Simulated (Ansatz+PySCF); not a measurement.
The numbers below are computed, except where a source is named.
## Ansatz (development build ahead of 0.2.0) run

```yaml
crystal:
  periodic: [false, false, false]
  atoms:
    - { symbol: H, position_ang: [0.0, 0.0, 0.0] }
    - { symbol: H, position_ang: [0.0, 0.0, 1.8] }
    - { symbol: H, position_ang: [0.0, 0.0, 3.6] }
    - { symbol: H, position_ang: [0.0, 0.0, 5.4] }
    - { symbol: H, position_ang: [0.0, 0.0, 7.2] }
    - { symbol: H, position_ang: [0.0, 0.0, 9.0] }
    - { symbol: H, position_ang: [0.0, 0.0, 10.8] }
    - { symbol: H, position_ang: [0.0, 0.0, 12.6] }
    - { symbol: H, position_ang: [0.0, 0.0, 14.4] }
    - { symbol: H, position_ang: [0.0, 0.0, 16.2] }
basis:
  gaussian: { orbitals: cc-pVDZ }
hamiltonian:
  xc: pbe0
scf:
  omitted_lower_state_checks: [starts, atomic_configurations, cluster_reference, orbital_swaps, given_window_search, neighbouring_geometries, increment]
```

The input is written out in the form of the current development build from the run's settings.

Results

```json
{"Converged": "yes", "Total energy": "-5.10135 hartree", "Spin squared of the determinant": "0.000", "Stability test": "minimum among restricted orbitals"}
```

Caution: an unrestricted determinant lies well below.
